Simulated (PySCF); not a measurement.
A structure optimised at GFN2-xTB (Å):
```
atom  x, y, z in Å
C1     2.5973   -0.1432    0.5750
S2     1.7095   -0.2574   -1.0031
C3     0.0546   -0.0602   -0.4720
C4    -1.0434   -0.0716   -1.2813
C5    -2.2457    0.1142   -0.5657
C6    -2.0515    0.2635    0.7675
S7    -0.3842    0.1823    1.1916
H8     2.2684   -0.9399    1.2360
H9     2.4138    0.8276    1.0261
H10    3.6506   -0.2582    0.3411
H11   -0.9841   -0.2082   -2.3452
H12   -3.2150    0.1343   -1.0307
H13   -2.7747    0.4173    1.5429
```

Neutral, closed shell.

**Question.** Which heavy atoms are bonded, and with what formal order?

**Answer.** C1–S2 1.81 Å (single); S2–C3 1.75 Å (single); C3–C4 1.36 Å (aromatic); C4–C5 1.41 Å (aromatic); C5–C6 1.36 Å (aromatic); C6–S7 1.72 Å (aromatic); C3–S7 1.74 Å (aromatic). Bonds to hydrogen (Å): C1–H8 1.09; C1–H9 1.09; C1–H10 1.09; C4–H11 1.07; C5–H12 1.08; C6–H13 1.07. The orders are those of one drawing; other resonance forms can be drawn.

**Question.** Which species is it?

**Answer.** `CSc1cccs1`, C5H6S2. Among its features: aromatic ring with sulfur and sulfide.

**Question.** Name the point group.

**Answer.** Cs (tolerance 0.08 Å).

**Question.** Which rings does it hold (smallest set)?

**Answer.** C3–C4–C5–C6–S7 (5 members, 0.00 Å rms from planarity).

**Question.** Classify the heavy atoms.

**Answer.** C1: S-methyl carbon; S2: sulfide sulfur; C3: substituted aromatic carbon; C4: aromatic CH carbon; C5: aromatic CH carbon; C6: aromatic CH next to a ring sulfur; S7: thiophene-type sulfur.

**Question.** What is the arrangement about C1?

**Answer.** It has 4 neighbours (S2, H8, H9, H10) and is tetrahedral (angles from 106.3° to 110.6°).

**Question.** What is the arrangement about C3?

**Answer.** It has 3 neighbours (S2, C4, S7) and is planar (angles 125.5°, 123.0° and 111.5°, sum 360.0°, 0.00 Å off the plane of its three neighbours).

All values are computed, not measured.
